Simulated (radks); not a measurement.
Valence configurations of the scandium ion Sc+ (all share [Ar]). All-electron calculation, non-relativistic Kohn-Sham, PBE, spin-polarised, spherical densities, point nucleus; open shells are filled with parallel spins first. Program: a radial shooting solver on a logarithmic mesh with Libxc functionals. Energies are relative to 3d1 4s1; eigenvalues in eV for spin up.

valence	E (eV)	moment (Bohr magnetons)	e(3d)	e(4p)	e(4s)
3d1 4s1	0.000	2	-10.563	-	-10.171
3d2	0.437	2	-7.479	-	-
3d0.5 4s1.5	0.966	1	-12.375	-	-10.729
3d1.5 4p0.5	1.654	2	-9.369	-6.377	-
3d1 4s0.5 4p0.5	1.729	2	-11.049	-6.991	-10.451
3d0.5 4s1 4p0.5	2.280	2	-12.942	-7.635	-11.308
4s2	2.307	0	-	-	-11.260
3d1 4p1	3.458	2	-11.526	-7.270	-
4s1 4p1	5.342	2	-	-8.523	-12.422
4s0.5 4p1.5	7.291	2	-	-8.756	-12.653

NIST lists [Ar] 3d1 4s1 as the ground configuration; this level of theory agrees among the configurations tried. The energies are those of spherical high-spin densities, not of single terms.
